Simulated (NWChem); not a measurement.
System: C₃H₂ClN; SMILES C(=C/C#N)/Cl

### Question
Give the equilibrium geometry at PBE-D3(BJ)/def2-SVP (NWChem) as a Z-matrix, with the point group.

### Answer
point group Cs; any orientation.
```
C
C 1 1.3555
H 2 1.1005 1 121.35
H 1 1.1024 2 117.93 3 0.00
C 1 1.4236 4 117.26 2 180.00
N 5 1.1749 4 151.17 1 180.00
Cl 2 1.7166 3 114.38 1 180.00
```
